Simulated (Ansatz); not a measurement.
Born–Oppenheimer molecular dynamics of FH8NSi2 (12 atoms, charge 0, multiplicity 1). It starts at the highest image of a converged band, a first-order saddle point between two minima.

Theory: Ansatz 0.2.0, RKS B3LYP-D4/6-31G*.

* ensemble: NVE (velocity Verlet)
* time step: 0.5 fs
* steps asked: 200
* starting velocities drawn for: 100 K
* seed: 11923

First frame:

```xyz
12
Properties=species:S:1:pos:R:3
Si -0.373 0.124 -0.054
F 0.084 -1.198 1.490
H 0.704 0.965 0.514
H -1.030 1.084 -1.019
H -0.068 -1.019 -0.943
N -1.866 -0.119 1.085
H -2.629 -0.580 0.586
Si -2.415 1.244 2.100
H -3.391 0.731 3.093
H -1.210 1.776 2.772
H -3.057 2.289 1.265
H -1.087 -0.894 1.603
```

How far do the bonds stretch over the last three quarters of this one trajectory? (Pairs bonded in most of those frames.)


| bond | mean (Å) | spread (Å) | shortest | longest |
| --- | --- | --- | --- | --- |
| Si1–F2 | 1.785 | 0.178 | 1.55 | 2.10 |
| Si1–H3 | 1.492 | 0.018 | 1.45 | 1.52 |
| Si1–H4 | 1.516 | 0.020 | 1.47 | 1.55 |
| Si1–H5 | 1.490 | 0.019 | 1.46 | 1.53 |
| Si1–N6 | 2.229 | 0.344 | 1.92 | 3.03 |
| N6–H7 | 1.021 | 0.012 | 1.00 | 1.04 |
| N6–Si8 | 1.798 | 0.022 | 1.73 | 1.83 |
| N6–H12 | 1.051 | 0.049 | 1.00 | 1.16 |
| Si8–H9 | 1.487 | 0.020 | 1.46 | 1.52 |
| Si8–H10 | 1.480 | 0.006 | 1.47 | 1.49 |
| Si8–H11 | 1.482 | 0.007 | 1.47 | 1.50 |

Mean temperature of the second half: 511 K. The conserved energy stayed within 0.045 meV per atom of its start (net change 0.0047 meV per atom), so the integration is sound. The kinetic energy rose, since the run started high on the potential surface and went downhill. It ends in pieces (FH3Si + H5NSi), so much of that is their flight and rotation, not heat. A run of 0.1 ps of so small a system gives no equilibrium averages. The orbitals stay closed-shell, which can raise the energy where a bond breaks towards radicals; this wasn't checked here.

Run time: 8 min on 2 threads of Arm Neoverse V1, on a shared host, peak memory 0.17 GiB.
